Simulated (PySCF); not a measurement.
Cartesian coordinates in Å; atom numbers follow the order of the lines, from 1:
```xyz
24

C     2.476    0.550   -1.453
C     2.052    0.133   -0.270
C     1.934   -1.279    0.111
C     2.878   -2.167   -0.225
C     0.776   -1.697    0.885
C    -0.327   -0.988    1.146
O    -0.529    0.295    0.771
C    -1.865    0.771    0.829
C    -1.795    2.294    0.834
C    -2.667    0.251   -0.365
H     2.745   -0.141   -2.236
H     2.559    1.597   -1.692
H     1.752    0.847    0.483
H     2.807   -3.203    0.060
H     3.752   -1.877   -0.780
H     0.805   -2.708    1.265
H    -1.133   -1.439    1.722
H    -2.334    0.418    1.762
H    -1.232    2.641    1.696
H    -1.295    2.637   -0.068
H    -2.796    2.714    0.871
H    -2.650   -0.837   -0.385
H    -2.228    0.619   -1.289
H    -3.698    0.587   -0.299
```

[PySCF: GFN2-xTB geometry; shielding tensors at PBE0/pcSseg-1 (GIAO); single conformer; no solvent; equivalent nuclei averaged; no relativistic terms]

Chemical shifts δ = σref − σ; ¹³C and ¹H against TMS; H2O for ¹⁷O, all at this level.

```
                  atoms  nucleus  count  δ (ppm)
                    H17       ¹H      1     6.05
                    H12       ¹H      1     5.15
                     C1      ¹³C      1        ?
                     C2      ¹³C      1    150.3
                     C8      ¹³C      1     79.0
                    H14       ¹H      1        ?
                    H11       ¹H      1     5.61
                     C5      ¹³C      1    114.6
                     C4      ¹³C      1    116.4
                    H18       ¹H      1        ?
                     C3      ¹³C      1        ?
H19/H20/H21/H22/H23/H24       ¹H      6     1.25
                     O7      ¹⁷O      1    159.4
                 C9/C10      ¹³C      2        ?
                     C6      ¹³C      1        ?
                    H13       ¹H      1     7.31
                    H16       ¹H      1     5.32
                    H15       ¹H      1     5.23
```

Question: Complete the table.

Answer: 
- C3: 153.1 ppm, fully substituted alkene carbon; the olefinic region
- C6: 152.8 ppm, alkene carbon bearing oxygen; an sp2 carbon further deshielded by the attached heteroatom
- C1: 118.0 ppm, terminal =CH2 carbon; an sp2 carbon of a C=C bond
- C9/C10: 25.0 ppm, methyl carbon; saturated and bonded to C and H only
- H14: 4.92 ppm, hydrogen on a terminal =CH2 carbon; olefinic region
- H18: 3.86 ppm, hydrogen on an sp3 CH bonded to O; its carbon carries O, which withdraws density

Shifts are as computed. Against solution values, carbons near 30 ppm lie about +3 ppm off and those near 130 ppm about +5 ppm. Of 1211 compounds with measured shifts, 218 miss one by over three times the rms of a fit or turn the order of signals round; such compounds aren't used in these exercises. Experimental scales use liquid or dissolved standards, which lie at an offset from isolated H2O (liquid H2O: subtract about 36 ppm).
